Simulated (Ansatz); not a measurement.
Two isomers of C2H9BOSi: A = `BC([SiH3])OC`, B = `BOC(C)[SiH3]`.

Computed with Ansatz on PBE0-D4/def2-TZVP structures; ΔE is electronic, products minus reactants. CCSD(T)/CBS adds triple-zeta CCSD(T) − MP2 to the extrapolated MP2 energy (def2 sets, frozen cores). DFT in def2-TZVPP. B3LYP here is the variant with VWN-RPA as its local correlation; programs differ in this. Each species was taken in one conformer, which may not be the lowest.

Which is lower in electronic energy at CCSD(T)/CBS, and by how much? (Best estimate.)

Ansatz gave: B, by 44.4 kcal/mol.

Give E(B) − E(A) in kcal/mol with CCSD/def2-TZVPP, ωB97M-V, PBE-D4, B3LYP, B2PLYP, MP2/def2-TZVPP, HF/def2-TZVPP. (Estimate.)

The calculation gave: CCSD/def2-TZVPP -45.2, ωB97M-V -43.0, PBE-D4 -39.4, B3LYP -43.8, B2PLYP -44.7, MP2/def2-TZVPP -45.4, HF/def2-TZVPP -48.2. None reverses the order clearly.

Largest T1 diagnostic: 0.013.

From PBE to PBE0 (25 % exact exchange), in def2-TZVPP and without D4, E(B) − E(A) moves by −1.6 kcal/mol. In def2-TZVPP, CCSD(T) changes the Hartree–Fock value by +3.7 kcal/mol (the triples alone add +0.7 kcal/mol) and MP2 by +2.7 kcal/mol.
